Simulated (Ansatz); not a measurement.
`CBN[SiH3]` + `BN` → `BN[SiH3]` + `CBN`  (ligand exchange at the Si–N bond)

Computed with Ansatz on PBE0-D4/def2-TZVP structures; ΔE is electronic, products minus reactants. CCSD(T)/CBS adds triple-zeta CCSD(T) − MP2 to the extrapolated MP2 energy (def2 sets, frozen cores). This one scheme is used for every species. Functionals use def2-TZVPP. HSE06 is defined as in plane-wave codes. One conformer a species, not always the lowest.

`CBN[SiH3]`:

Cartesian coordinates in Å:
```
C 1.182 -0.217 1.167
B 0.945 -0.688 -0.309
N -0.196 -0.316 -1.045
Si -1.516 0.689 -0.510
H 1.282 -1.089 1.823
H 0.408 0.430 1.590
H 2.138 0.314 1.241
H 1.753 -1.393 -0.852
H -0.262 -0.669 -1.988
H -2.211 0.099 0.663
H -2.472 0.792 -1.642
H -1.050 2.049 -0.138
```

`BN`:

Cartesian coordinates in Å:
```
B -0.183 -0.243 -0.611
N 0.188 0.250 0.629
H 0.635 -0.294 -1.484
H -1.312 -0.604 -0.779
H -0.447 0.321 1.406
H 1.118 0.570 0.839
```

`BN[SiH3]`:

Z-matrix (Å, degrees):
```
Si
N 1 1.745
H 1 1.487 2 110.4
H 1 1.480 2 107.6 3 -120.5
H 1 1.487 2 110.4 3 119.0
B 2 1.399 1 126.7 3 120.4
H 2 1.011 1 116.7 3 -59.6
H 6 1.198 2 119.6 1 -180.0
H 6 1.198 2 119.0 1 -0.0
```

`CBN`:

Cartesian coordinates in Å:
```
C 0.354 1.090 0.268
B -0.175 -0.380 0.411
N -0.353 -1.210 -0.692
H 1.272 1.223 0.851
H -0.367 1.797 0.692
H 0.561 1.395 -0.762
H -0.444 -0.840 1.489
H -0.690 -2.154 -0.621
H -0.157 -0.920 -1.636
```

```csv
level,ΔE (kJ/mol)
ωB97X-V,0.0
HSE06,-1.5
CAM-B3LYP,-2.1
MP2/def2-QZVPP,-0.2
```

(1) What does CCSD(T)/CBS give? (An estimate is asked.)

(2) What do rigid-rotor, harmonic-oscillator terms from PBE0-D4/def2-TZVP frequencies (298.15 K, 1 bar) make of the CCSD(T)/CBS value? (Best estimate.)

Largest T1 diagnostic among the species: 0.012.

Answers

(1) Ansatz gave: -0.3 kJ/mol. The listed levels differ from it by 0.3, -1.2, -1.8, 0.1 kJ/mol.

(2) Ansatz gave: ΔZPE = +0.6 kJ/mol, ΔH = -0.3 kJ/mol, ΔS = 7 J/(mol·K), ΔG = -2.4 kJ/mol.

Leaving LDA and LC-ωPBE aside and taking each functional with its dispersion term where it has one, the values, not all of them listed here, spread over 3.4 kJ/mol, from B2PLYP to revPBE-D4. The D4 term adds +3.3 kJ/mol with B3LYP and +2.0 kJ/mol with PBE0; it sums over pairs of atoms, weighted by their polarisabilities, and B3LYP, whose exchange is more repulsive, gets the larger term.

B3LYP here is the variant with VWN-RPA as its local correlation; programs differ in this.
